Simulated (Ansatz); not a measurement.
Cartesian coordinates in Å:
```
C -1.109 -0.549 1.332
Ge 0.221 -0.779 -0.066
F -0.570 -1.726 -1.317
Si 0.928 1.238 -1.131
H -1.963 0.011 0.949
H -0.680 -0.005 2.176
H -1.450 -1.525 1.678
H 1.394 -1.661 0.412
H -0.258 1.979 -1.633
H 1.842 0.932 -2.261
H 1.644 2.085 -0.139
```

Charge 0, multiplicity 1.

(1) List the PBE0/def2-TZVPP orbital energies in eV (the Gaussian-basis code of Ansatz). (An estimate is asked.)

## Answers

(1) The calculation gave: Occupied: -10860.42, -1802.73, -1358.63, -1208.46, -1208.44, -1208.43, -672.65, -278.30, -171.40, -145.11, -121.26, -121.16, -121.14, -99.76, -99.75, -99.75, -34.44, -34.03, -34.02, -33.95, -33.93, -31.23, -19.95, -15.92, -14.35, -12.10, -11.88, -11.31, -11.17, -10.99, -10.11, -10.06, -9.01, -8.13. Lowest empty: -0.28, 0.19, 0.47, 1.23, 1.59, 1.77, 2.15, 2.77.
